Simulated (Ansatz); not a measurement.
`C=C(C)B(C)F` + `NCF` → `CB(F)C(N)F` + `C=CC`  (formal exchange of groups at a B–C bond)

Isolated molecules relaxed with PBE0-D4/def2-TZVP in Ansatz; ΔE leaves out vibrations. CCSD(T)/CBS adds triple-zeta CCSD(T) − MP2 to the extrapolated MP2 energy (def2 sets, frozen cores). DFT in def2-TZVPP. B3LYP here is the variant with VWN-RPA as its local correlation; programs differ in this. Each species was taken in one conformer, which may not be the lowest.

```csv
level,ΔE (kJ/mol),difference from CCSD(T)/CBS
PBE-D4,31.2,-2.2
r2SCAN-D4,31.9,-1.5
PBE0-D4,32.2,-1.2
B3LYP-D4,32.0,-1.4
ωB97X-V,29.8,-3.6
ωB97M-V,29.8,-3.6
B2PLYP,32.3,-1.1
PBE,29.6,-3.8
r2SCAN,31.4,-2.0
PBE0,30.7,-2.7
B3LYP,29.5,-3.9
HF/def2-TZVPP,31.2,-2.2
MP2/def2-TZVPP,37.5,4.1
SCS-MP2/def2-TZVPP,35.8,2.4
CCSD/def2-TZVPP,32.4,-1.0
CCSD(T)/def2-TZVPP,33.8,0.4
HF/def2-QZVPP,31.3,-2.1
MP2/def2-QZVPP,37.3,3.9
SCS-MP2/def2-QZVPP,35.5,2.1
HF/CBS(def2),31.3,-2.1
MP2/CBS(def2),37.1,3.7
CCSD/CBS(def2),32.1,-1.3
CCSD(T)/CBS,33.4,0
```

Largest T1 diagnostic among the species: 0.012.
